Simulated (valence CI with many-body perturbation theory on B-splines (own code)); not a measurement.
## Forbidden lines of Eu30+

Computed by relativistic CI+MBPT: five valence electrons over a frozen Dirac-Fock core [Ar] 3d10, a basis of 11 s, 11 p, 10 d, 8 f, 5 g, 2 h functions for each j, with the one-electron correlation potential Σ1, the two-electron term Σ2, the three-electron term Σ3, Breit, model QED; selected CI, second order for the rest, scaled by the run's own slope (own B-spline code, finite nucleus).

The last digits are not significant, and no measured levels were compared; by estimate large intervals hold to a few tenths of a per cent, small ones and those within an open d or f shell to about a per cent. Among the levels kept, up to 2000 cm⁻¹ of a level comes from second order outside the variational space, and about a tenth of that is noise between levels of different J, which matters for small intervals.

Lines 1 to 20 of 20 in falling wavelength, among levels below 2727100 cm⁻¹, chosen from the decays that carry over 1 % of a level's rate. Wavelengths and rates use the calculated energies. Electric multipoles are in the length gauge, E1 and E2 with the static RPA response of the core. Weak lines are less certain than strong ones. Lines between different terms over intervals too small for the method are left out, as are lines whose strength nearly cancels. Branching is blank where the lifetime is uncertain.

Levels are named by their leading jj configuration (3d3/2^4 stands for four electrons in 3d with j = 3/2), which in mixed levels can hold well under half, so a name can repeat and another be missing. Letters in brackets count levels of one name in rising energy.

| λ vac (nm) | Upper | Lower | Type | A (s⁻¹) | Branch % |
| --- | --- | --- | --- | --- | --- |
| 276.1 | (4s^2 4p1/2 4p3/2 4d5/2) J=9/2 | (4s^2 4p1/2 4p3/2 4d5/2) J=7/2 [a] | M1 | 2.07e+02 |  |
| 141.0 | (4s^2 4p1/2 4p3/2 4d5/2) J=9/2 | (4s^2 4p1/2 4p3/2 4d3/2) J=7/2 | M1 | 4.48e+03 |  |
| 44.02 | (4s^2 4p3/2^2 4d5/2) J=9/2 | (4s^2 4p1/2 4p3/2 4d5/2) J=7/2 [b] | M1 | 1.12e+05 | 19.5 |
| 37.02 | (4s^2 4p1/2 4p3/2 4d5/2) J=9/2 | (4s^2 4p1/2^2 4d5/2) J=5/2 | E2 | 1.73e+03 |  |
| 35.46 | (4s^2 4p1/2 4p3/2^2) J=3/2 | (4s^2 4p1/2^2 4p3/2) J=3/2 | M1 | 4.59e+05 | 99.7 |
| 34.80 | (4s^2 4p3/2^3) J=3/2 | (4s^2 4p1/2 4p3/2^2) J=1/2 | M1 | 1.17e+05 | 11.2 |
| 33.05 | (4s^2 4p3/2^2 4d5/2) J=9/2 | (4s^2 4p1/2 4p3/2 4d5/2) J=9/2 | M1 | 2.25e+05 | 39.5 |
| 31.63 | (4s^2 4p1/2 4p3/2^2) J=5/2 | (4s^2 4p1/2^2 4p3/2) J=3/2 | M1 | 8.44e+04 | 91.8 |
| 31.63 | (4s^2 4p1/2 4p3/2^2) J=5/2 | (4s^2 4p1/2^2 4p3/2) J=3/2 | E2 | 7.31e+03 | 8.0 |
| 30.26 | (4s^2 4p3/2^3) J=3/2 | (4s^2 4p1/2 4p3/2^2) J=5/2 | M1 | 1.66e+05 | 15.9 |
| 30.26 | (4s^2 4p3/2^3) J=3/2 | (4s^2 4p1/2 4p3/2^2) J=5/2 | E2 | 1.69e+04 | 1.6 |
| 29.51 | (4s^2 4p3/2^2 4d5/2) J=9/2 | (4s^2 4p1/2 4p3/2 4d5/2) J=7/2 [a] | M1 | 1.90e+05 | 33.3 |
| 27.83 | (4s^2 4p1/2 4p3/2^2) J=1/2 | (4s^2 4p1/2^2 4p3/2) J=3/2 | M1 | 3.63e+05 | 97.4 |
| 27.83 | (4s^2 4p1/2 4p3/2^2) J=1/2 | (4s^2 4p1/2^2 4p3/2) J=3/2 | E2 | 9.66e+03 | 2.6 |
| 27.43 | (4s^2 4p3/2^3) J=3/2 | (4s^2 4p1/2 4p3/2^2) J=3/2 | M1 | 7.36e+05 | 70.5 |
| 26.77 | (4s^2 4p3/2^2 4d5/2) J=9/2 | (4s^2 4p1/2 4p3/2 4d3/2) J=7/2 | M1 | 2.37e+04 | 4.1 |
| 21.28 | (4s^2 4p1/2 4p3/2 4d5/2) J=9/2 | (4s 4p1/2^2 4p3/2^2) J=5/2 | E2 | 1.02e+03 |  |
| 12.94 | (4s^2 4p3/2^2 4d5/2) J=9/2 | (4s 4p1/2^2 4p3/2^2) J=5/2 | E2 | 9.28e+03 | 1.6 |
| 10.03 | (4s^2 4p1/2 4p3/2 4d5/2) J=9/2 | (4s^2 4p1/2 4p3/2^2) J=5/2 | M2 | 2.09e+03 |  |
| 7.616 | (4s^2 4p1/2 4p3/2 4d5/2) J=9/2 | (4s^2 4p1/2^2 4p3/2) J=3/2 | E3 | 1.06e+02 |  |
